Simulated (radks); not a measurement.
All-electron atom: Mo I in [Kr] 4d5 5d1 (not the ground configuration). Calculated with a radial shooting solver on a logarithmic mesh with Libxc functionals: Dirac Kohn-Sham, PBE, spin-unpolarised, spherical densities, finite nucleus; open shells are shared between the two j in proportion to 2j + 1; Fermi nuclear charge, rms radius 4.4091 fm.

Normalised radial functions P(r) = r R(r) (large component), r in bohr:

r,4d3/2,4d5/2
0.002695,0.0000,0.0000
0.003163,0.0000,0.0000
0.003741,0.0000,0.0000
0.00439,0.0001,0.0000
0.005193,0.0001,0.0001
0.006094,0.0001,0.0001
0.007152,0.0002,0.0002
0.00846,0.0003,0.0003
0.009928,0.0005,0.0004
0.01174,0.0007,0.0006
0.01378,0.0012,0.0010
0.01617,0.0018,0.0016
0.01913,0.0028,0.0025
0.02245,0.0042,0.0039
0.02656,0.0065,0.0060
0.03117,0.0098,0.0092
0.03658,0.0147,0.0138
0.04327,0.0220,0.0208
0.05077,0.0321,0.0305
0.06006,0.0468,0.0448
0.07048,0.0660,0.0635
0.08271,0.0912,0.0881
0.09784,0.1248,0.1211
0.1148,0.1638,0.1594
0.1358,0.2106,0.2057
0.1594,0.2578,0.2527
0.187,0.3023,0.2972
0.2213,0.3380,0.3337
0.2597,0.3524,0.3493
0.3047,0.3377,0.3364
0.3605,0.2824,0.2837
0.423,0.1878,0.1919
0.5004,0.0469,0.0539
0.5872,-0.1174,-0.1080
0.6891,-0.2953,-0.2843
0.8151,-0.4755,-0.4640
0.9566,-0.6193,-0.6084
1.132,-0.7207,-0.7119
1.328,-0.7604,-0.7543
1.558,-0.7460,-0.7430
1.843,-0.6835,-0.6838
2.163,-0.5932,-0.5962
2.559,-0.4817,-0.4867
3.003,-0.3723,-0.3783
3.524,-0.2699,-0.2760
4.169,-0.1781,-0.1835
4.892,-0.1099,-0.1142
5.787,-0.0593,-0.0623
6.791,-0.0300,-0.0319
7.969,-0.0134,-0.0145
9.427,-0.0049,-0.0054
11.06,-0.0016,-0.0018
13.09,-0.0004,-0.0004
15.36,-0.0001,-0.0001
18.02,0.0000,0.0000
21.32,0.0000,0.0000
25.02,0.0000,0.0000
29.6,0.0000,0.0000
34.73,0.0000,0.0000

4d3/2: eigenvalue -7.689 eV, 1 radial node at r = 0.525 bohr, <r> = 1.89 bohr, 90 % of the charge inside 3.07 bohr. 4d5/2: eigenvalue -7.475 eV, 1 radial node at r = 0.529 bohr, <r> = 1.91 bohr, 90 % of the charge inside 3.11 bohr.
